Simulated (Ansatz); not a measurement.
The cluster PbS2⁻. The state is a doublet with charge -1. Geometry PBE-D4/def2-TZVP, that of the neutral singlet.

```xyz
3

Pb   -0.0516    1.4432   -0.4433
S     0.5795   -0.9785   -0.6784
S    -0.5278   -0.4647    1.1217
```

In the def2 sets Pb takes a core potential; there is no spin–orbit coupling. At PBE-D4/def2-TZVPD, r2SCAN-D4/def2-TZVPD, PBE0-D4/def2-TZVPD the highest occupied level of the charge -1 doublet lies above zero (up to 1.22 eV). By energy differences its removal costs 1.17 eV (vertical, to the charge 0 singlet, at PBE-D4/def2-TZVPD); a positive level beside a positive removal energy at the same level points to self-interaction error. The structure comes from a short search, and lower isomers may exist.

Problem. Estimate the α-spin orbital energies around the gap (eV) in Ansatz with PBE-D4/def2-TZVPD, r2SCAN-D4/def2-TZVPD, PBE0-D4/def2-TZVPD.

Solution. 
```tsv
orbital	PBE-D4/def2-TZVPD	r2SCAN-D4/def2-TZVPD	PBE0-D4/def2-TZVPD
HOMO−5	-3.69	-3.97	-4.72
HOMO−4	-2.52	-2.81	-3.82
HOMO−3	-2.31	-2.54	-3.29
HOMO−2	-1.24	-1.42	-2.16
HOMO−1	0.04	-0.11	-1.02
HOMO	1.22	0.97	0.41
LUMO	2.22	2.48	2.84
LUMO+1	2.66	2.82	3.18
LUMO+2	2.71	3.07	3.44
LUMO+3	3.08	3.57	3.52
LUMO+4	3.92	4.35	4.33
LUMO+5	3.95	4.48	4.42
β HOMO	0.10	-0.05	-0.93
β LUMO	2.13	2.56	2.84
```
